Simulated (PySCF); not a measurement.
# Atomic charges against the basis set

C2H8SSi.
Atom-mapped SMILES: `[CH3:1][CH2:2][SiH2:3][SH:4]` (hydrogens: H5, H6, H7 on C1; H8, H9 on C2; H10, H11 on Si3; H12 on S4)

PBE0 throughout (PySCF), one geometry, spherical d and f functions. The structure is a single PBE0-D3(BJ)/def2-SVP conformer in the gas phase; no vibrational or solvent corrections. Atoms taken as equivalent share a column and are averaged. The first 7 of 8 kinds of atom are listed.

Mulliken charges (e):

| basis | functions | C1 | C2 | Si3 | S4 | H5/H6/H7 | H8/H9 | H10/H11 |
| --- | --- | --- | --- | --- | --- | --- | --- | --- |
| STO-3G | 36 | -0.233 | -0.299 | +0.512 | -0.092 | +0.076 | +0.070 | -0.118 |
| 6-31G | 60 | -0.486 | -0.633 | +0.582 | -0.294 | +0.176 | +0.202 | -0.087 |
| pcSseg-0 | 60 | -0.639 | -0.999 | +0.681 | -0.455 | +0.240 | +0.275 | -0.019 |
| 6-31G* | 80 | -0.534 | -0.544 | +0.446 | -0.329 | +0.185 | +0.197 | -0.056 |
| cc-pVDZ | 104 | -0.103 | -0.232 | +0.275 | -0.255 | +0.052 | +0.062 | -0.037 |
| def2-SVP | 104 | -0.096 | -0.330 | +0.418 | -0.281 | +0.053 | +0.075 | -0.059 |
| 6-311+G(2d,p) | 172 | -0.590 | -0.348 | +0.399 | -0.229 | +0.152 | +0.153 | -0.056 |
| aug-cc-pVDZ | 172 | +0.405 | +0.352 | -0.049 | -0.502 | -0.158 | -0.226 | +0.278 |
| def2-TZVP | 184 | -0.374 | -0.300 | +0.243 | -0.329 | +0.129 | +0.124 | -0.019 |
| IGLO-III | 238 | -0.390 | -0.443 | +0.824 | -0.323 | +0.126 | +0.138 | -0.167 |
| cc-pVTZ | 240 | -0.303 | -0.254 | +0.260 | -0.263 | +0.105 | +0.101 | -0.029 |

IAO charges (e):

| basis | functions | C1 | C2 | Si3 | S4 | H5/H6/H7 | H8/H9 | H10/H11 |
| --- | --- | --- | --- | --- | --- | --- | --- | --- |
| STO-3G | 36 | -0.391 | -0.502 | +0.634 | -0.170 | +0.130 | +0.129 | -0.119 |
| 6-31G | 60 | -0.423 | -0.524 | +0.548 | -0.301 | +0.147 | +0.155 | -0.077 |
| pcSseg-0 | 60 | -0.414 | -0.542 | +0.542 | -0.303 | +0.145 | +0.157 | -0.073 |
| 6-31G* | 80 | -0.404 | -0.536 | +0.671 | -0.305 | +0.140 | +0.148 | -0.115 |
| cc-pVDZ | 104 | -0.404 | -0.532 | +0.671 | -0.313 | +0.139 | +0.147 | -0.116 |
| def2-SVP | 104 | -0.394 | -0.532 | +0.684 | -0.305 | +0.136 | +0.144 | -0.122 |
| 6-311+G(2d,p) | 172 | -0.418 | -0.550 | +0.703 | -0.322 | +0.143 | +0.151 | -0.123 |
| aug-cc-pVDZ | 172 | -0.415 | -0.539 | +0.677 | -0.327 | +0.143 | +0.150 | -0.115 |
| def2-TZVP | 184 | -0.417 | -0.554 | +0.713 | -0.322 | +0.143 | +0.151 | -0.126 |
| IGLO-III | 238 | -0.419 | -0.552 | +0.708 | -0.318 | +0.143 | +0.151 | -0.126 |
| cc-pVTZ | 240 | -0.418 | -0.550 | +0.701 | -0.325 | +0.144 | +0.151 | -0.122 |

Hirshfeld charges (e):

```
        basis  functions      C1      C2     Si3      S4  H5/H6/H7   H8/H9  H10/H11
       STO-3G         36  -0.042  -0.092  +0.356  -0.117    +0.012  +0.008   -0.086
        6-31G         60  -0.092  -0.140  +0.286  -0.165    +0.039  +0.040   -0.070
     pcSseg-0         60  -0.099  -0.140  +0.316  -0.156    +0.036  +0.032   -0.073
       6-31G*         80  -0.093  -0.142  +0.281  -0.161    +0.039  +0.042   -0.074
      cc-pVDZ        104  -0.105  -0.149  +0.301  -0.141    +0.040  +0.040   -0.080
     def2-SVP        104  -0.108  -0.152  +0.305  -0.134    +0.040  +0.040   -0.082
6-311+G(2d,p)        172  -0.113  -0.163  +0.305  -0.138    +0.042  +0.042   -0.077
  aug-cc-pVDZ        172  -0.120  -0.168  +0.308  -0.136    +0.044  +0.043   -0.077
    def2-TZVP        184  -0.115  -0.163  +0.301  -0.137    +0.043  +0.043   -0.077
     IGLO-III        238  -0.121  -0.166  +0.301  -0.125    +0.043  +0.042   -0.076
      cc-pVTZ        240  -0.115  -0.160  +0.301  -0.138    +0.043  +0.043   -0.077
```

Some averages cover members that differ in this geometry, most widely: H8/H9, Mulliken in aug-cc-pVDZ -0.240 to -0.212 e.

Task: Which scheme is steadiest as the basis changes?

Result: Largest range over the bases for any column: Hirshfeld 0.08 e, IAO 0.17 e, Mulliken 1.35 e. Hirshfeld charges move least and Mulliken charges most, counted in e. Without the minimal STO-3G basis the ranges are Hirshfeld 0.04, IAO 0.17, Mulliken 1.35 e.

Task: How much do the charges still move between the two largest bases, IGLO-III and cc-pVTZ?

Result: At most, over all atoms: Mulliken 0.564 e, IAO 0.007 e, Hirshfeld 0.013 e.

Task: What do the same runs give for the total energy, the frontier levels and the dipole moment?

Result: 
```json
{"basis": "STO-3G", "energy (Eh)": "-759.6915", "HOMO (eV)": "-3.50", "LUMO (eV)": "5.94", "μ (D)": "1.23"}
{"basis": "6-31G", "energy (Eh)": "-768.2544", "HOMO (eV)": "-7.21", "LUMO (eV)": "0.47", "μ (D)": "2.67"}
{"basis": "pcSseg-0", "energy (Eh)": "-767.3730", "HOMO (eV)": "-7.41", "LUMO (eV)": "0.51", "μ (D)": "2.56"}
{"basis": "6-31G*", "energy (Eh)": "-768.3339", "HOMO (eV)": "-7.19", "LUMO (eV)": "0.64", "μ (D)": "2.19"}
{"basis": "cc-pVDZ", "energy (Eh)": "-768.3798", "HOMO (eV)": "-7.15", "LUMO (eV)": "0.73", "μ (D)": "1.91"}
{"basis": "def2-SVP", "energy (Eh)": "-768.1055", "HOMO (eV)": "-7.16", "LUMO (eV)": "0.84", "μ (D)": "1.88"}
{"basis": "6-311+G(2d,p)", "energy (Eh)": "-768.4240", "HOMO (eV)": "-7.27", "LUMO (eV)": "-0.18", "μ (D)": "1.84"}
{"basis": "aug-cc-pVDZ", "energy (Eh)": "-768.3890", "HOMO (eV)": "-7.27", "LUMO (eV)": "-0.28", "μ (D)": "1.84"}
{"basis": "def2-TZVP", "energy (Eh)": "-768.4316", "HOMO (eV)": "-7.28", "LUMO (eV)": "0.38", "μ (D)": "1.80"}
{"basis": "IGLO-III", "energy (Eh)": "-768.4315", "HOMO (eV)": "-7.19", "LUMO (eV)": "0.38", "μ (D)": "1.65"}
{"basis": "cc-pVTZ", "energy (Eh)": "-768.4381", "HOMO (eV)": "-7.28", "LUMO (eV)": "0.40", "μ (D)": "1.81"}
```

The dipole is fixed by the density alone, so its range of 1.44 D shows that the density itself changes with the basis, not only its division among atoms.
